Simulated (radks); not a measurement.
Values are calculated unless marked as measured or tabulated.
Task: Nb19+, 22 electrons, occupied as [Ar] 3d4. Level of theory: Dirac Kohn-Sham, BLYP, spin-unpolarised, spherical densities, finite nucleus; open shells fill j = l - 1/2 first; Fermi nuclear charge, rms radius 4.324 fm (a radial shooting solver on a logarithmic mesh with Libxc functionals).

Spin-orbit splittings of the eigenvalues, e(l+1/2) - e(l-1/2), with zeta = 2 splitting/(2l+1) and mean radii in bohr:

| shell | occ. | splitting (eV) | zeta (eV) | <r> j=l-1/2 | <r> j=l+1/2 |
|---|---|---|---|---|---|
| 2p | 6 | 96.42 | 64.28 | 0.1340 | 0.1384 |
| 3p | 6 | ? | ? | 0.4031 | 0.4112 |
| 3d | 4 | 3.897 | 1.559 | 0.3735 | 0.3760 |

Estimate the 3p splitting.

Result: 18.85 eV (zeta = 12.57 eV).
